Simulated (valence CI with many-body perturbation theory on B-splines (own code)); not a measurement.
From CI to CI+MBPT in As9+

Computed by configuration interaction combined with many-body perturbation theory (CI+MBPT): six valence electrons over a frozen Dirac-Fock core [Ar], radial functions for each j: 7 s, 7 p, 8 d, 6 f, 4 g, 1 h, with the one-electron correlation potential Σ1, the two-electron term Σ2, the three-electron term Σ3, Breit, model QED; selected CI, second order for the rest, scaled by the run's own slope (own B-spline code, finite nucleus).

No measured spectrum was set against this ion. As an estimate, terms of the open shell hold to 2 to 4 % of their energy, and close levels can change places. Core correlation moves these levels by up to 5000 cm⁻¹, and in measured spectra 5 to 20 % of such shifts remained as error; rates that hang on mixing are uncertain with them. Among the levels kept, up to 1300 cm⁻¹ of a level comes from second order outside the variational space, and about a tenth of that is noise between levels of different J, which matters for small intervals. The list stops below the first excitations out of the core. Only levels of the ground parity were solved; by the run's estimate the other parity begins above the list, which can be wrong where configurations are misplaced.

Each rung adds one term. CI alone is the Dirac-Coulomb CI over the frozen core; QED comes last and gives the full result, which names the levels. Energies are above 3d6 5D_4 on the same rung, in cm⁻¹. A blank means that the level has no clear partner on that rung.

Names give the largest LS component (configuration and term), which can be under half, so a name can repeat, a term be missing and a line seem to break the LS rules; names also repeat where a configuration has a term twice. Letters in brackets count levels of one name in rising energy.

```
       Level  CI alone    Σ1     Σ2     Σ3  Breit   QED   Full
    3d6 5D_3      2821   +97   +245    -15    -24   +10   3133
    3d6 5D_2      4542  +143   +330   -4.5    -41   +17   4987
    3d6 5D_1      5644  +175   +428    -49    -24   +19   6194
    3d6 5D_0      6190  +189   +480    -79    -22   +20   6780
3d6 3P_2 [a]     43756  +199   -732  -2554   +287  -0.2  40956
    3d6 3H_6     43658  +259   -442  -1336   -489  +6.7  41656
    3d6 3H_4                         -1140    +89  +3.2  42439
    3d6 3H_5     44505  +270   -546  -1204   -239  +7.7  42795
3d6 3F_4 [a]                         -1347    -84  +9.9  46616
3d6 3F_3 [a]     49021  +302   -869  -1281    +27  +9.6  47209
3d6 3F_2 [a]     50301  +342   -830  -1393    -31   +15  48404
3d6 3P_1 [a]     52006  +467   -235  -2477   -120   +31  49672
3d6 3P_0 [a]     53878  +457   -212  -2231   -198   +31  51725
    3d6 3G_5     54473  +385  -1105   -528   -441   +17  52801
    3d6 3G_4     57049  +450   -987   -554   -430   +25  55553
    3d6 3G_3     57774  +473  -1006   -534   -274   +27  56461
    3d6 1I_6     66873  +456   -512  -1604   -636   +18  64596
    3d6 3D_2     67485  +396  -2698   +558    +60  +9.7  65810
    3d6 3D_1     67832  +427  -2556   +741    +81   +15  66540
```

The middle columns are the shifts that each term adds.

Problem. How does the ionisation energy move along the ladder, and which term matters most?

Solution. CI alone 238.02, + Σ1 239.84, + Σ2 247.19, + Σ3 247.32, + Breit 247.30, + QED 247.31 eV. The largest step is Σ2, 7.35 eV. NIST lists 247 ± 2.2 eV (theoretical).
